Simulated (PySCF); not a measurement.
# Two-component Hartree-Fock for Ni³⁺ (nickel, charge +3)

Start: [Ar] 3d7; 3d3/2 filled at m_j = +1/2, +3/2; 3d5/2 filled at m_j = -3/2, -1/2, +1/2, +3/2, +5/2. Calculated with PySCF 2.14 in x2c-SVPall-2c with one added diffuse shell each of s, d type (6s5p4d1f, 48 functions): generalised Hartree-Fock with the X2C-1e Hamiltonian and a Gaussian nucleus; one run each with spin-orbit coupling (SO) switched off, then screened by Boettger's factors. This is a chosen level, not necessarily the ground level.

```tsv
spinor shell	electrons	ε, spin-free (eV)	ε, screened SO (eV)	weight of nominal j (screened SO)	rms radius, screened SO (bohr)
1s1/2	2	-8441.7	-8441.7	1.000	0.0625
2s1/2	2	-1092.3	-1092.3	1.000	0.265
2p1/2	2	-941.97	-954.52	0.996	0.236
2p3/2	4	-941.97	-935.78	0.998	0.239
3s1/2	2	-175.92	-175.90	1.000	0.793
3p1/2	2	-129.42	-135.25	0.649	0.840
3p3/2	4	-129.42	-126.50	0.825	0.845
3d5/2	5	-59.469	-60.656	0.577	0.980
3d3/2	2	-59.469	-56.523	0.675	1.01
```

```tsv
quantity	spin-free	screened SO
E (hartree)	-1516.78071	-1516.81114
M_J	9/2	9/2
⟨J²⟩	24.754	24.754
⟨L²⟩	12.002	12.026
⟨S²⟩	3.752	3.744
```

Each row is a mean over spinors that exchange with the open shell spreads, by up to 13.237 eV (3p3/2).

Rows whose weight is well below 1 are mixtures of j = l ± 1/2: exchange outweighs spin-orbit coupling there, and the label is only the starting occupation.

Without spin-orbit coupling the j labels of p, d and f shells carry no meaning; the spin-free column gives the mean over the occupied spinors of each nl shell.
